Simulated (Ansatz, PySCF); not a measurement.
Isomers of CH4OSn: 1 is [CH3][Sn][OH], 2 is [SnH][O]C; one conformer of each (the lowest of an xTB search), B3LYP-D3(BJ)/def2-TZVP minima.
Isomer 1 (charge 0, multiplicity 1, Z-matrix in Å and degrees):
```
C
H 1 1.0908
H 1 1.0937 2 108.69
H 1 1.0937 2 108.68 3 -117.25
Sn 1 2.2178 2 112.49 4 -121.36
O 5 2.0021 1 94.96 2 -179.82
H 6 0.9640 5 115.01 1 0.01
```
Isomer 2 (charge 0, multiplicity 1):
```csv
atom,x (Å),y (Å),z (Å)
C,-0.8527,0.0612,0.0643
O,0.0567,-1.0137,-0.0442
Sn,2.0358,-0.9415,-0.1849
H,-0.3486,1.0344,0.0633
H,-1.5582,0.0331,-0.7723
H,-1.4262,-0.0332,0.9921
H,2.0932,0.8598,-0.1183
```

No zero-point or thermal terms.

Correlated levels freeze the cores. Filled d and f shells under p-block atoms count as core. Rows in LANL2DZ carry no dispersion term and start afresh at each structure. LANL2DZ brings its own core potentials from Na on.

The values were computed with Ansatz (Gaussian orbitals); PySCF for LANL2DZ rows. Each number belongs to the level named beside it. In def2 rows elements past Kr take small-core potentials, without spin–orbit coupling.

**Question.** What electronic energy of isomer 2 less that of isomer 1 does B3LYP/LANL2DZ give?

**Answer.** 20.5 kcal/mol

Ansatz is a first-principles code.
